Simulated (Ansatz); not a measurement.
Molecule: sum formula MnOH, net charge 0, septet state. The spin state was set by rule; other spins were not relaxed. 
Structure (B3LYP-D3(BJ)/def2-TZVP (Ansatz, an electronic-structure program) minimum search):
```xyz
3

Mn    -0.2885    -0.3341    -0.2592
O      0.7192     0.9128     0.6544
H      1.4593     1.0510     1.2455
```
Charge 0, spin multiplicity 7.

Parts of the frozen-core correlation energy in def2-SVP (Ansatz, hartree). Frozen orbitals: 10; correlated occupied orbitals by spin: 10 and 4; virtual: 30 and 36. UHF or UKS for open shells. Spin-orbit coupling is left out. No relativistic terms.

| term | value |
|---|---|
| reference (HF) | -1225.10083 |
| MP2 opposite-spin | … |
| MP2 same-spin | … |
| CCSD correlation | … |
| (T) | -0.00517 |
| CCSDT minus CCSD(T) | -0.00051 |
| T1 diagnostic | 0.019 |
| largest doubles amplitude | 0.032 |
| <S^2> of the reference | 12.004 |

Problem. Some entries are withheld; supply them.

Solution. 
- MP2 opposite-spin, value: -0.15578
- MP2 same-spin, value: -0.10573
- CCSD correlation, value: -0.27332
